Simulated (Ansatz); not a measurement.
Input for Ansatz (a quantum-chemistry and plane-wave program): R-B97M-V/def2-TZVPP on C3H9In (SMILES [CH3][In]([CH3])[CH3]). Elements past Kr take the def2 small-core potentials; no spin–orbit coupling.

Ansatz 0.2 input:
```yaml
crystal:
  periodic: [false, false, false]
  atoms:
    - {symbol: In, position_ang: [-0.00149793, -0.00483392, 0.01011891]}
    - {symbol: C, position_ang: [2.18372590, 0.00010439, -0.02211032]}
    - {symbol: C, position_ang: [-1.08864352, 1.89106062, -0.00593579]}
    - {symbol: C, position_ang: [-1.09655891, -1.89559300, 0.03807310]}
    - {symbol: H, position_ang: [2.58768255, -0.93612292, 0.36171998]}
    - {symbol: H, position_ang: [2.52676760, 0.12581952, -1.05143975]}
    - {symbol: H, position_ang: [2.57573986, 0.83036751, 0.56574387]}
    - {symbol: H, position_ang: [-0.52925408, 2.65775952, -0.54171722]}
    - {symbol: H, position_ang: [-2.07172576, 1.77582413, -0.46178410]}
    - {symbol: H, position_ang: [-1.22841138, 2.23055295, 1.02288948]}
    - {symbol: H, position_ang: [-1.24597169, -2.23725364, -0.98863989]}
    - {symbol: H, position_ang: [-0.53633256, -2.66328374, 0.57162817]}
    - {symbol: H, position_ang: [-2.07542008, -1.77450142, 0.50145354]}
basis:
  gaussian:
    orbitals: def2-TZVPP
hamiltonian:
  xc: {name: B97M-V}
scf: {lower_state_search: off}
```

Q: Predict the final total energy.

A: -309.9024 hartree.

Q: How many basis functions does it have, and what does it roughly cost on one machine?

A: 269 functions; about 10 core-seconds (a rough figure).
